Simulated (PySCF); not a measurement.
Compound: CH2B2F4O.
Numbering: `[F:1][CH2:2][O:3][B:4]([F:5])[B:6]([F:7])[F:8]` (hydrogens: H9, H10 on C2)

Torsions of this conformer, `[F:1][CH2:2][O:3][B:4]([F:5])[B:6]([F:7])[F:8]`: F1–C2–O3–B4 0°, C2–O3–B4–F5 179°, O3–B4–B6–F7 -90°.

The closed-shell ground state was solved at several levels (PySCF, density fitting, gas phase, non-relativistic). One conformer (not necessarily the lowest) at the PBE0-D3(BJ)/def2-SVP geometry, without solvent, vibrations or thermal averaging.

```csv
level,basis functions,HOMO (eV),LUMO (eV),gap (eV),dipole (D)
CAM-B3LYP/pcSseg-1,146,-10.81,0.83,11.64,2.85
PBE0/cc-pVTZ,268,-9.21,-0.25,8.96,2.73
PBE0/6-31G,76,-9.28,-0.36,8.92,3.06
"PBE0/6-311+G(2d,p)",228,-9.36,-0.48,8.88,2.79
PBE0/cc-pVDZ,122,-9.01,-0.05,8.96,2.75
BLYP/pcSseg-1,146,-7.52,-1.11,6.41,2.76
PBE0/pcSseg-2,316,-9.31,-0.40,8.91,2.77
PBE0/6-31G*,116,-8.82,0.20,9.02,2.59
KT2/pcSseg-1,146,-7.80,-1.31,6.49,2.77
B97-2/pcSseg-1,146,-9.05,-0.31,8.74,2.82
HF/pcSseg-1,146,-13.47,3.33,16.80,2.96
```

Problem. Estimate the row for LC-wPBE/pcSseg-1, a basis of 146 functions; the other rows only guide the guess.

Solution. HOMO -12.11 eV, LUMO 2.12 eV, gap 14.23 eV, dipole 2.82 D.

Problem. Over all these levels, which gives the widest orbital gap and which the narrowest?

Solution. HF/pcSseg-1 (Hartree–Fock, all exact exchange) has the widest, 16.80 eV, and BLYP/pcSseg-1 (GGA) the narrowest, 6.41 eV. The two share the basis. From the narrowest to the widest the HOMO moves by -5.95 eV and the LUMO by +4.44 eV.

Problem. How much does the basis alone move the frontier levels among the 6 PBE0 rows?

Solution. The HOMO by 0.54 eV and the LUMO by 0.68 eV. By rising basis size (HOMO, LUMO in eV): 6-31G -9.28, -0.36; 6-31G* -8.82, 0.20; cc-pVDZ -9.01, -0.05; 6-311+G(2d,p) -9.36, -0.48; cc-pVTZ -9.21, -0.25; pcSseg-2 -9.31, -0.40.

Problem. In the pcSseg-1 basis, how does the gap go with the fixed share of exact exchange?

Solution. BLYP (0 %) 6.41 eV; KT2 (0 %) 6.49 eV; B97-2 (21 %) 8.74 eV; HF (100 %) 16.80 eV. Each rise in the share widens the gap here.

Problem. How far do the dipole and the HOMO energy spread over the levels?

Solution. The dipole runs from 2.59 to 3.06 D (mean 2.81 D) and the HOMO from -13.47 to -7.52 eV.
